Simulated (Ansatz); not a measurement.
Relaxation of AlF2HO (5 atoms, charge 0, multiplicity 1), to a largest force component of 0.02 eV/Å in at most 40 steps.

Theory: RKS PBE-D4/6-31G (Ansatz 0.2.0).

```xyz
5
Properties=species:S:1:pos:R:3
Al 0.000 0.000 0.000
O 0.000 0.000 1.780
H -0.909 -0.281 2.117
F 1.464 0.000 -0.845
F -1.464 0.000 -0.845
```

Question: Where does it end, and by what steps?

Answer: The forces met the threshold. The force dipped under the threshold on the way, but the program's further checks kept it going. Limits of this set-up: no polarisation functions. After 9 steps the energy has fallen by 0.169 eV; H3 moved furthest, 0.39 Å.

```tsv
step	energy less start (eV)	largest force component (eV/Å)	accepted
0	0.0000	1.168	yes
1	-0.0573	0.975	yes
2	-0.0943	0.776	yes
3	-0.1539	0.578	yes
4	-0.1555	0.842	yes
5	-0.1636	0.286	yes
6	-0.1655	0.425	yes
7	-0.1688	0.015	yes
8	0.0173	2.558	no
9	-0.1689	0.020	yes
```

```xyz
5
Properties=species:S:1:pos:R:3
Al -0.061 -0.028 -0.032
O -0.172 -0.121 1.648
H -0.716 -0.180 2.440
F 1.464 0.055 -0.790
F -1.425 -0.008 -1.060
```

Whether the end is a true minimum wasn't checked by a vibrational analysis.

Run time: 12 s on 1 thread of Arm Neoverse V1, on a shared host, peak memory 0.12 GiB.
